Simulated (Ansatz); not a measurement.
Cost and result for the atomization energy of C3H4BFO (`BC(F)OC#C`) (10 atoms, 9 bonds).

```json
{"atom": "B1", "x (Å)": "-1.184", "y (Å)": "1.559", "z (Å)": "0.085"}
{"atom": "C2", "x (Å)": "0.163", "y (Å)": "0.770", "z (Å)": "-0.197"}
{"atom": "F3", "x (Å)": "0.835", "y (Å)": "1.204", "z (Å)": "-1.304"}
{"atom": "O4", "x (Å)": "-0.342", "y (Å)": "-0.543", "z (Å)": "-0.454"}
{"atom": "C5", "x (Å)": "0.387", "y (Å)": "-1.540", "z (Å)": "-0.054"}
{"atom": "C6", "x (Å)": "1.027", "y (Å)": "-2.483", "z (Å)": "0.314"}
{"atom": "H7", "x (Å)": "-1.802", "y (Å)": "1.984", "z (Å)": "-0.839"}
{"atom": "H8", "x (Å)": "-1.572", "y (Å)": "1.659", "z (Å)": "1.207"}
{"atom": "H9", "x (Å)": "0.888", "y (Å)": "0.713", "z (Å)": "0.620"}
{"atom": "H10", "x (Å)": "1.599", "y (Å)": "-3.324", "z (Å)": "0.623"}
```

Charge 0, multiplicity 1. The structure was optimised at the PBE0-D4/def2-TZVP level. It is one conformer, not always the lowest. Program: Ansatz. All runs use 4 threads of an Arm Neoverse V1 on a shared host. Times are those of one run each, without the atoms' runs, and a repeat can differ threefold. Electronic energies, without spin–orbit coupling; frozen cores. CCSD(T)/CBS adds CCSD(T) − MP2 in def2-TZVPP to the MP2 limit, and its time is that of the two runs behind it. T1 = 0.013. B3LYP takes the VWN-RPA correlation (the form of Gaussian; ORCA's B3LYP/G).

CCSD(T)/CBS is a level of theory with its own doubt, some kJ/mol a heavy atom from the limit and from the frozen cores, so smaller differences don't rank the functionals.

```csv
level,functions,wall time,atomization (kcal/mol),difference from CCSD(T)/CBS,per bond
PBE-D4/def2-TZVPP (with forces),242,2.3 s,999.1,42.1,4.7
PBE0-D4/def2-TZVPP,242,2.5 s,969.4,12.4,1.4
B3LYP-D4/def2-TZVPP (with forces),242,3.9 s,962.7,5.7,0.6
r2SCAN-D4/def2-TZVPP (with forces),242,4.3 s,967.0,10.0,1.1
B2PLYP/def2-TZVPP,242,5.5 s,954.7,-2.3,-0.3
ωB97X-V/def2-TZVPP,242,6.5 s,962.0,5.0,0.6
ωB97M-V/def2-TZVPP (with forces),242,9.5 s,965.3,8.3,0.9
MP2/def2-QZVPP,462,20 s,979.3,22.3,2.5
CCSD(T)/def2-TZVPP,242,2.7 min,931.4,-25.6,-2.8
CCSD(T)/CBS(def2),–,3 min,957.0,0.0,0.0
```

The D4 term adds +6.4 kcal/mol with B3LYP and +3.4 kcal/mol with PBE0; it sums over pairs of atoms, weighted by their polarisabilities, and B3LYP, whose exchange is more repulsive, gets the larger term. In def2-TZVPP, CCSD(T) changes the Hartree–Fock value by +252.2 kcal/mol (the triples alone add +19.0 kcal/mol) and MP2 by +285.0 kcal/mol; breaking electron pairs costs correlation energy, which Hartree–Fock lacks. From PBE to PBE0 (25 % exact exchange), in def2-TZVPP and without D4, the atomization energy moves by −29.0 kcal/mol: exact exchange takes away binding that semilocal exchange gives to molecules.
